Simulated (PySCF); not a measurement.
**CH8GaN: core ionisation energies**

Species: Ga(NH2Me)H3, CH₈GaN.
Cartesian coordinates in Å at the PBE0-D3(BJ)/def2-SVP level; atoms count from 1:
```
atom  x, y, z in Å
Ga1   -0.226   -0.409   -1.608
N2    -0.231   -0.437    0.528
C3     0.423    0.716    1.145
H4     0.217   -1.308    0.817
H5    -1.205   -0.507    0.824
H6     0.391    0.689    2.246
H7     1.471    0.752    0.817
H8    -0.066    1.635    0.794
H9     1.341   -0.436   -1.838
H10   -0.980    0.967   -1.828
H11   -1.036   -1.747   -1.866
```

Computed with delta-SCF UKS SCAN, pcX-2 on the ionised atom, pcseg-1 elsewhere, spin-free X2C (PySCF 2.14.0). Binding energies are ΔSCF values: E(core-ionised, relaxed orbitals) − E(ground state) at a fixed geometry, referred to the vacuum level.

**Question.** What binding energy does each computed site have?

**Answer.** 
```json
{"atom(s)": "C3", "bonded to": "N and 3 H", "level": "C 1s", "binding energy (eV)": "292.57", "count": "1"}
{"atom(s)": "N2", "bonded to": "C, 2 H and Ga", "level": "N 1s", "binding energy (eV)": "406.95", "count": "1"}
```

**Question.** What is the longest wavelength that can ionise C 1s of C3 vertically?

**Answer.** λ = hc/E = 12398.42 eV Å / 292.57 eV = 42.378 Å.

No level of gallium is listed. Isolated species at its PBE0-D3(BJ)/def2-SVP geometry, gas phase.
